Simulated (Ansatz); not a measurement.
A CCSD(T) single point on C3H6FIn, SMILES `C=C[CH2][InH][F]`.

```yaml
crystal:
  periodic: [false, false, false]
  atoms:
    - {symbol: C, position_ang: [-1.437983, 0.776687, -0.889444]}
    - {symbol: C, position_ang: [-0.584426, -0.245018, -0.867764]}
    - {symbol: C, position_ang: [0.849117, -0.169458, -0.497413]}
    - {symbol: In, position_ang: [0.961635, -0.648689, 1.600463]}
    - {symbol: F, position_ang: [1.484498, 0.988507, 2.561365]}
    - {symbol: H, position_ang: [-1.120937, 1.787732, -0.652533]}
    - {symbol: H, position_ang: [-2.477959, 0.633810, -1.155387]}
    - {symbol: H, position_ang: [-0.961625, -1.236278, -1.115562]}
    - {symbol: H, position_ang: [1.254144, 0.839478, -0.583844]}
    - {symbol: H, position_ang: [1.464992, -0.863799, -1.069527]}
    - {symbol: H, position_ang: [0.634043, -1.919875, 2.690249]}
basis:
  gaussian: {orbitals: def2-SVP}
correlation: {method: ccsd_t}
```

```sh
$ ansatz run in.yaml --threads 4 --pin off --events-out ev --progress --plain --max-ram 10444MiB
```

Log, shortened:

```
Functional definition: HF
1214 factors; integrals over basis functions are off by at most 1.4e-3 eV
mean field evaluation 1: about -11031.3716 eV, gradient 4.2e1 eV
mean field evaluation 2: about -11031.4930 eV, gradient 4.2e1 eV
mean field evaluation 4: about -11035.7309 eV, gradient 3.8e0 eV
mean field evaluation 8: about -11035.7961 eV, gradient 2.4e-1 eV
mean field -11035.79650062 eV, -405.5580410661 hartree, gradient 2.8e-6 eV, S^2 0.000000; 0 other end points of the search recorded, 0 dependent functions left out
8 core orbitals not correlated: weight in the atoms' cores, before any rotation towards them, 1.000 or more for the frozen orbitals, at most 0.000 for the correlated occupied ones
reference -11035.79650062 eV, -405.5580410661 hartree; 19, 19 occupied and 85, 85 virtual orbitals, 1214 factors
second order -18.67970831 eV of doubles, -0.00000000 eV of singles
cycle   1  -19.24899189 eV  change   -5.7e-1 eV  update   1.1e-1
cycle   2  -19.75314126 eV  change   -5.0e-1 eV  update   3.8e-2
cycle   3  -19.91735100 eV  change   -1.6e-1 eV  update   2.3e-2
cycle   4  -19.92441520 eV  change   -7.1e-3 eV  update   6.2e-3
cycle   5  -19.92099919 eV  change    3.4e-3 eV  update   2.8e-3
cycle   6  -19.92108358 eV  change   -8.4e-5 eV  update   9.1e-4
cycle   7  -19.92107375 eV  change    9.8e-6 eV  update   3.7e-4
cycle   8  -19.92100039 eV  change    7.3e-5 eV  update   1.4e-4
cycle   9  -19.92099528 eV  change    5.1e-6 eV  update   5.9e-5
cycle  10  -19.92102562 eV  change   -3.0e-5 eV  update   2.4e-5
perturbative correction -0.59810789 eV, -0.0219800596 hartree
Total energy: -11056.31563413 eV, -406.3121053142 hartree
```

It took 8.5 s on 4 threads of an Arm Neoverse V2 on a shared host, with 0.66 GiB of host memory at the peak.

The correlation energy is -20.519 eV, 2.9 % of it from (T); the T1 diagnostic reads 0.0128.
